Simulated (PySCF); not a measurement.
3,3,3-trifluoropropylamine, C3H6F3N.
Numbering: `[NH2:1][CH2:2][CH2:3][C:4]([F:5])([F:6])[F:7]` (hydrogens: H8, H9 on N1; H10, H11 on C2; H12, H13 on C3)

Geometry (PBE0-D3(BJ)/def2-SVP, Å), atoms numbered from 1 in this order:
```
atom  x, y, z in Å
N1     2.1404    0.1261   -0.0197
C2     0.8169    0.2822    0.5335
C3    -0.3243   -0.2474   -0.3388
C4    -1.6887   -0.0509    0.2629
F5    -2.6523   -0.5150   -0.5394
F6    -1.8084   -0.6850    1.4365
F7    -1.9456    1.2446    0.4864
H8     2.2262    0.6184   -0.9063
H9     2.3458   -0.8530   -0.2068
H10    0.7780   -0.2197    1.5140
H11    0.6403    1.3508    0.7370
H12   -0.3265    0.2566   -1.3182
H13   -0.2026   -1.3262   -0.5253
```

Level: CAM-B3LYP/def2-SVPD in PySCF, non-relativistic, on one gas-phase PBE0-D3(BJ)/def2-SVP geometry that isn't relaxed in the solvent. The solvent is an IEF-PCM continuum (van der Waals radii × 1.2), and excitations are vertical TDDFT with non-equilibrium linear response and a frozen core. The model holds no explicit solvent molecules, cavitation or dispersion.

Gas-phase singlets (H = HOMO, L = LUMO):

```
state  E (eV)  λ (nm)      f           leading configurations
   S1   6.495     191  0.025               H→L 82%, H→L+1 14%
   S2   7.838     158  0.013                        H→L+3 82%
   S3   7.876     157  0.015  H→L+1 44%, H→L+2 31%, H→L+4 12%
   S4   8.146     152  0.005  H→L+2 59%, H→L+1 18%, H→L+4 10%
   S5   9.184     135  0.000             H→L+5 71%, H→L+9 16%
```

What are the lowest 5 singlets in chloroform (ε = 4.711)?

```csv
state,E (eV),λ (nm),f,leading configurations,change by rank (eV)
S1,6.706,185,0.033,"H→L 58%, H→L+1 38%",+0.211
S2,7.916,157,0.019,"H→L+2 33%, H→L+1 27%, H→L 20%",+0.078
S3,8.102,153,0.015,"H→L+3 67%, H→L+5 20%, H→L+8 8%",+0.226
S4,8.206,151,0.006,"H→L+2 55%, H→L 15%, H→L+1 13%",+0.060
S5,9.192,135,0.001,"H→L+5 59%, H→L+3 15%, H→L+10 9%",+0.008
```

How does the list change in dichloromethane (ε = 8.93)?

```json
{"state": "S1", "E (eV)": "6.757", "λ (nm)": "183", "f": "0.034", "leading configurations": "H→L 52%, H→L+1 44%", "change by rank (eV)": "+0.262"}
{"state": "S2", "E (eV)": "7.928", "λ (nm)": "156", "f": "0.019", "leading configurations": "H→L+2 33%, H→L 24%, H→L+1 22%", "change by rank (eV)": "+0.090"}
{"state": "S3", "E (eV)": "8.161", "λ (nm)": "152", "f": "0.014", "leading configurations": "H→L+3 63%, H→L+5 24%, H→L+8 9%", "change by rank (eV)": "+0.285"}
{"state": "S4", "E (eV)": "8.224", "λ (nm)": "151", "f": "0.006", "leading configurations": "H→L+2 54%, H→L 16%, H→L+1 12%", "change by rank (eV)": "+0.078"}
{"state": "S5", "E (eV)": "9.205", "λ (nm)": "135", "f": "0.004", "leading configurations": "H→L+5 54%, H→L+3 17%, H→L+10 14%", "change by rank (eV)": "+0.021"}
```

The ground-state energy changes by -0.239 eV from gas to dichloromethane. By how much does the total energy of gas-phase S1 change?

E(S1) = E(S0) + excitation energy, so it changes by -0.239 + 0.262 = +0.023 eV: it isn't lowered at all, while the ground state is. This is the vertical state, with the slow part of the continuum still set for S0.

How do the frontier levels move from gas to dichloromethane?

| orbital | gas (eV) | solvent (eV) | change (eV) |
| --- | --- | --- | --- |
| LUMO+2 | 2.07 | 2.29 | +0.22 |
| LUMO+1 | 1.81 | 1.97 | +0.16 |
| LUMO | 1.10 | 1.44 | +0.34 |
| HOMO | -8.89 | -8.67 | +0.22 |
| HOMO-1 | -11.64 | -11.25 | +0.39 |
| HOMO-2 | -12.36 | -12.09 | +0.27 |
| HOMO-3 | -13.20 | -12.99 | +0.21 |

The HOMO–LUMO gap goes from 9.98 to 10.11 eV. Rows go by rank; for LUMO, LUMO+1 and LUMO+2 the atom shares or the degeneracy differ between the runs, so the row needn't follow one orbital.
